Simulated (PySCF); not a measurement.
# Computed properties of C₃H₉BO₂, SMILES COCB(O)C

C₃H₉BO₂, SMILES B(COC)(C)O. Geometry optimised at r2SCAN-D4/def2-SVP. This is a generated structure with no PubChem entry under its InChIKey; it may be hypothetical. The values are those of a single conformer. All values are computed for the isolated molecule unless a solvent is named; none is compared with measurement here.

**Structure.** All 39 harmonic modes at r2SCAN-D4/def2-SVP (PySCF) are real, so it is a minimum. With heavy atoms numbered as in [CH3:1][O:2][CH2:3][B:4]([CH3:5])[OH:6], the shortest bond between them is B4–O6 at 1.357 Å and the longest B4–C5 at 1.580 Å.

**Vibrations.** The strongest infrared lines (harmonic, unscaled, degenerate partners summed) lie at 1181 cm⁻¹ (184 km/mol, O 40 %, C 34 %, H 21 %), 1400 cm⁻¹ (150 km/mol, H 51 %, B 30 %, O 10 %, C 9 %), 1176 cm⁻¹ (94 km/mol, H 66 %, B 19 %, C 8 %). The softest mode is at 66 cm⁻¹ and the zero-point energy is 78.4 kcal/mol.

**Electronic structure.** CAM-B3LYP/def2-TZVP (PySCF) places the frontier levels at -8.66 and 1.33 eV, a gap of 9.99 eV, and gives a dipole moment of 1.96 D and a mean polarisability of 59.4 bohr³. PBE/def2-TZVP (PySCF) at the same geometry gives -5.64 and -0.45 eV, so its gap is 4.80 eV narrower. An orbital gap is neither the optical nor the fundamental gap.

**Excitations.** TDA-ωB97X/def2-SVPD (PySCF) has S1 at 7.28 eV (170 nm, f = 0.028, weak); the most intense of the 10 singlets computed lies at 9.10 eV (f = 0.07). T1 (TDA) is at 6.90 eV, 0.38 eV under S1. TDA-PBE/def2-SVPD (PySCF) puts S1 at 5.16 eV. No vertical singlet excitation falls in the visible range (under 3.1 eV).

**NMR.** GIAO shifts at KT2/pcSseg-1 (PySCF) (non-relativistic, atoms alike by connectivity averaged): ¹³C from 5.5 to 72.8 ppm against TMS; ¹H from 0.4 to 5.4 ppm against TMS; ¹¹B at 37.2 ppm against BF3.
